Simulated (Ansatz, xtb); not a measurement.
System: C₃H₅O, charge 0, multiplicity 2. It need not be the lowest isomer of its formula. SMILES: [CH2]CC=O
Coordinates optimised at B3LYP-D3(BJ)/def2-TZVP (Ansatz, a quantum-chemistry and plane-wave program):
```
C
H 1 1.1028
H 1 1.1028 2 103.04
C 1 1.4782 2 112.21 3 -120.91
H 4 1.0792 1 120.12 2 -122.27
H 4 1.0799 5 119.58 1 180.00
C 1 1.5088 2 106.52 3 111.90
O 7 1.2023 1 125.07 2 125.26
H 7 1.1103 8 120.60 1 180.00
```
Charge 0, spin multiplicity 2.

Harmonic wavenumbers from GFN2-xTB (xtb, at its own minimum), cm⁻¹: 83, 155, 244, 525, 665, 682, 856, 876, 1045, 1137, 1200, 1223, 1365, 1389, 1430, 1806, 2726, 2923, 2932, 3140, 3182.

Question: Give the harmonic wavenumbers at B3LYP-D3(BJ)/def2-TZVP (Ansatz, finite differences of forces, unscaled).

Answer: 143, 167, 276, 477, 664, 685, 861, 1000, 1006, 1119, 1201, 1361, 1409, 1418, 1454, 1809, 2878, 2948, 2950, 3165, 3274 cm⁻¹. Zero-point energy 43.3 kcal/mol.

Question: From these and the geometry, give the ideal-gas thermochemistry at 298.15 K and 1 atm (rigid rotor, harmonic oscillator).

Answer: Point group Cs, rotational symmetry number 1. Rotational constants 18.55, 6.101, 4.72 GHz. S(trans) 38.05, S(rot) 23.91, S(vib) 8.71, S(elec, spin only) 1.38, S 72.0 cal/(mol K). H(298) - H(0) 3.89 kcal/mol; G - E(el) 25.7 kcal/mol.
